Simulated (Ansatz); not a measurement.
Total energies of CH6BClGe, SMILES `B[CH2][GeH2][Cl]`.

```xyz
10

B    -1.177   -1.123    0.124
C    -0.250   -0.099    0.792
Ge    0.841    0.704   -0.639
Cl    2.139    2.130    0.333
H    -0.819   -2.254   -0.040
H    -2.242   -0.789   -0.310
H    -0.747    0.764    1.241
H     0.497   -0.514    1.474
H     0.001    1.497   -1.647
H     1.756   -0.316   -1.328
```

Charge 0, multiplicity 1. Correlated methods include outer-core shells of Ge, which these sets cover unevenly. Scalar relativity is left out up to krypton. The geometry is a stationary point of PBE0-D4/def2-TZVP. It is one conformer, not always the lowest. Basis def2-TZVPP, the Gaussian-basis code of Ansatz.

RPA on PBE orbitals: Hartree–Fock energy of these orbitals -2600.92426 Eh, correlation -1.22326 Eh (frozen core).

| functional | energy without D4 (Eh) | D4 term (kJ/mol) |
| --- | --- | --- |
| revPBE | -2603.56070 | -57.0 |
| BLYP | -2603.83261 | -43.7 |
| B97M-V | -2603.33849 | – |
| PBE0 | -2603.32662 | -17.1 |
| B3LYP | -2603.90303 | -32.7 |
| r2SCAN0 | -2603.72186 | -5.8 |
| HSE06 (plane-wave form) | -2603.31451 | -16.1 |
| CAM-B3LYP | -2603.92056 | -17.5 |
| ωB97M-V | -2603.64325 | – |
| B2PLYP | -2603.26281 | – |

Give the same for LDA (SPW92), PBE, r2SCAN, r2SCANh, BHLYP, LC-ωPBE, ωB97X-V, PBE-QIDH. (An estimate is asked.)

Ansatz gave: 
| functional | energy without D4 (Eh) | D4 term (kJ/mol) |
| --- | --- | --- |
| LDA (SPW92) | -2598.47910 | – |
| PBE | -2603.21327 | -20.2 |
| r2SCAN | -2603.74549 | -4.9 |
| r2SCANh | -2603.73552 | -5.2 |
| BHLYP | -2603.77342 | -26.4 |
| LC-ωPBE | -2603.38768 | – |
| ωB97X-V | -2603.55748 | – |
| PBE-QIDH | -2602.91021 | – |

B3LYP takes the VWN-RPA correlation (the form of Gaussian; ORCA's B3LYP/G). HSE06 is the plane-wave form, built on full-range PBE exchange. The double hybrids freeze the cores in their second-order part.

LC-ωPBE has ω = 0.4 bohr⁻¹.
